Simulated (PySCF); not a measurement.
## Exercise with solution: refractive index and permittivity of the vapour

CH4Cl2NTa, SMILES [CH3][Ta](=[NH])([Cl])[Cl], multiplicity 1.

Geometry optimised at PBE0-D3(BJ)/def2-SVP. The multiplicity is an assumed one; other spin states were not compared. The def2 effective core potentials stand for the cores of Ta; spin–orbit coupling is left out.

PBE/def2-TZVP in PySCF gives a mean static polarisability of 86.5 bohr³ and a dipole moment of 1.38 D. Take an ideal gas at 298.15 K and 1 bar, whether or not the substance is that volatile.

### Question
Work out n − 1 in the optical limit and the static ε − 1.

### Answer

Polarisability volume α' = 86.5 × 0.148185 = 12.82 Å³. Number density N = p/kT = 2.43e-5 Å⁻³.
Dilute limit of Lorentz–Lorenz: n − 1 = 2π N α' = 0.0020.
Orientation term of Debye: μ²/(3kT) = 8.098 Å³ × μ²(D²) = 15.42 Å³.
ε − 1 = 4π N (α' + μ²/3kT) = 0.0086. Orientation of the dipole supplies 55 % of the static response; it can't follow optical fields. Vibrational polarisation and dispersion are left out.
